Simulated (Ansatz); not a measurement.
Wavefunction ladder for `N#Cc1ccco1`

```xyz
10

N     0.750    2.678    1.909
C     0.461    1.770    1.261
C     0.139    0.653    0.465
C     0.923   -0.263   -0.167
C     0.032   -1.155   -0.816
C    -1.217   -0.711   -0.528
O    -1.173    0.385    0.248
H     2.001   -0.285   -0.161
H     0.286   -2.013   -1.418
H    -2.202   -1.059   -0.794
```

Total charge 0; spin multiplicity 1. The structure was optimised at the PBE0-D4/def2-TZVP level. Frozen core, restricted reference, Ansatz 0.2.0. CBS rows extrapolate triple and quadruple zeta; past MP2 they add the triple-zeta difference.

```
     basis     HF (Eh)  MP2 corr.
  def2-SVP  -320.10831   -0.97249
def2-TZVPP  -320.47687   -1.18709
def2-QZVPP  -320.49002   -1.26694
```

(1) Estimate the CCSD correlation energy and the (T) correction in each basis where they were run (hartree).

Results:

(1) 
```tsv
basis	CCSD corr.	(T)
def2-SVP	-0.99537	-0.04273
def2-TZVPP	-1.19312	-0.06370
CBS(def2)	-1.33213	as TZ
```
